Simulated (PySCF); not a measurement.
H4Zr, SMILES [ZrH4-], charge -1, multiplicity 2. Atoms are numbered in the order given.

```xyz
5

Zr     0.0000     0.0000     0.0000
H      1.2052     1.2052     0.9171
H     -1.2052    -1.2052     0.9171
H      1.2052    -1.2052    -0.9171
H     -1.2052     1.2052    -0.9171
```
Charge -1, spin multiplicity 2.

The structure is a stationary point at r2SCAN-D4/def2-TZVPD. A frequency run showed that this geometry is not a minimum. The spin state was assumed, not searched. The def2 effective core potentials stand for the cores of Zr; spin–orbit coupling is left out.

Level of theory: r2SCAN/def2-TZVPD run with PySCF.

Gas-phase values at a fixed geometry. A positive occupied level means that this level leaves the electron formally unbound; only the finite basis holds it.

| Quantity | Result |
|---|---|
| total energy | -49.38918 hartree |
| point group | D2d |
| α spin, highest occupied and lowest empty level | 1.76 and 2.36 eV |
| β spin, highest occupied and lowest empty level | -1.37 and 2.72 eV |
| dipole moment about the centre of nuclear charge | 0.000 e·Å |
| mean static polarisability | 110.1 bohr³ (16.32 Å³) |
| polarisability, principal values | 67.1, 131.7, 131.7 bohr³ |
| ⟨S²⟩ | 0.758 (pure state 0.75) |
